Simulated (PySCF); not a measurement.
Cl₅Nb, charge -1, doublet, geometry from GFN2-xTB (such geometries of metal compounds can be far from the true shape) (the multiplicity is a formal guess) (core potentials on Nb) (in this run its highest filled SCF level lies above zero, so its values depend strongly on the basis, on diffuse functions most of all). Base run: DF-SVWN5/def2-SVP in PySCF.

Input for PySCF:
```python
from pyscf import gto, scf, dft

mol = gto.Mole()
mol.atom = '''
    Nb   -0.08605415    0.01826542    0.05623721
    Cl    1.86039851   -0.39487872   -1.21578815
    Cl    0.97858169   -1.02629909    2.00042968
    Cl   -1.12922243    1.05827333   -1.90198452
    Cl   -1.53365921   -1.72671987   -0.09399808
    Cl    0.03144382    2.04557246    1.07571015
'''
mol.basis = 'def2-svp'
mol.ecp = {'Nb': 'def2-svp'}
mol.charge = -1
mol.spin = 1
mol.verbose = 4
mol.build()

mf = dft.UKS(mol)
mf.xc = 'lda,vwn'
mf = mf.density_fit(auxbasis='def2-universal-jkfit')
mf.kernel()
```

Each row names what was changed in the base input (with any setting that the change needs).

```csv
change,ΔE vs base (mEh),SCF cycles,<S^2>,outcome
base,0.000,17,0.753,converged
solver = newton; init_guess = 1e,35.372,-,0.752,another SCF solution
level_shift = 1.0 (with mf.max_cycle = 100),0.000,59,0.753,converged
solver = newton,7.904,-,0.753,another SCF solution
init_guess = vsap,-,-,-,input refused
diis_space = 12,0.000,17,0.753,converged
init_guess = mod_huckel,0.000,18,0.753,converged
conv_tol_grad = 1e-7,0.000,22,0.753,converged
init_guess = 1e,0.000,22,0.753,converged
diis = off (with mf.max_cycle = 100),-,100,-,not converged
conv_tol = 1e-12,0.000,20,0.753,converged
DIIS = EDIIS,-,50,-,not converged
conv_tol = 1e-7,0.000,16,0.753,converged
```

A guess, shift, damping, solver or small numerical setting can't move a converged solution much, so rows marked as another SCF solution ended in a different state.

Open shells are given as the SCF converged; they aren't shown to be the lowest states, and a large step between rows can be another state.

- init_guess = vsap: ended with `AssertionError: ECP or PP not supported`
